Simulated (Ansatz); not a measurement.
Problem. Name a neutral molecule of C, O, Se, Si and H with HOMO–LUMO gap (PBE/def2-TZVPP) between 4.10 and 4.40 eV and size of the dipole moment (B3LYP/def2-TZVPP) between 0.75 and 1.05 D (Ansatz, PBE0-D4/def2-TZVP geometry).

Solution. `C=C[Se][SiH2]O` (4.26 eV, 0.77 D). Other molecules can fit too; these were computed, each in one conformer that needn't be the lowest.

B3LYP here is the variant with VWN-RPA as its local correlation; programs differ in this.
